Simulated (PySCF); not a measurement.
Structure elucidation problem

An unknown has the formula C6H6FN. Its calculated NMR data are:

¹H NMR (300 MHz, computed): δ 7.28 (m, 1H), 7.20 (m, 1H), 6.85 (m, 1H), 6.80 (m, 1H), 3.55 (br s, 2H).

¹³C{¹H} NMR (computed): δ 159.3 (C), 140.7 (C), 130.0 (CH), 121.6 (CH), 121.2 (CH), 118.9 (CH).

PySCF 2.14.0 with density-fitted response routines calculation with PBE0/pcSseg-1 with gauge-including orbitals and geometry from GFN2-xTB; gas phase, relativity neglected, one conformer, fast rotation and ring inversion assumed for equivalent nuclei.

Chemical shifts δ = σref − σ; TMS for ¹H (σ = 31.72 ppm) and ¹³C (σ = 186.93 ppm), all at this level.

Which of these isomers gave the spectra?
A. Cc1ccc(F)cn1
B. CC#C/C=N\C=C/F
C. Nc1ccccc1F
D. Nc1ccc(F)cc1

Results:

C. 

1. The formula gives 4 degrees of unsaturation (1 ring in the answer).
2. 6 carbon signals for 6 carbons: no two carbons are equivalent.
3. Carbon types of the structure: 2 × C, 4 × CH, leaving 2 H on heteroatoms.
4. δC 159.3: aromatic carbon bearing fluorine; the electronegative substituent deshields the carbon that carries it.
5. δC 140.7: aromatic carbon bearing nitrogen; the electronegative substituent deshields the carbon that carries it.
6. δC 130.0, 121.6, 121.2, 118.9: aromatic CH.
7. δH 7.28, 7.20, 6.85, 6.80: hydrogen on an aromatic CH.
8. δH 3.55: hydrogen on an aniline-type nitrogen; exchangeable; this is the value without hydrogen bonding to other molecules.

The others: Cc1ccc(F)cn1 has carbons computed at 167.8, 159.5, 143.0, 129.1, 128.5, 26.7, with a different DEPT pattern; CC#C/C=N\C=C/F has carbons computed at 147.6, 141.9, 128.2, 109.1, 82.1, 5.8, with a different DEPT pattern; Nc1ccc(F)cc1 would give 4 carbon signals, not 6.

The OH or NH signal is concentration- and solvent-dependent in practice; the value given is the gas-phase one. Splittings by ¹⁹F in the carbon and heteronuclear signals aren't shown, as no couplings were computed. Shifts are as computed. Against solution values, carbons near 30 ppm lie about +3 ppm off and those near 130 ppm about +5 ppm. Of 1211 compounds with measured shifts, 218 miss one by over three times the rms of a fit or turn the order of signals round; such compounds aren't used in these exercises. No couplings were computed; multiplicities are counted from neighbouring protons, with m where these are inequivalent, close in shift, in a saturated or five-membered ring or joined by F or P, and br s for small geminal =CH2 splittings.
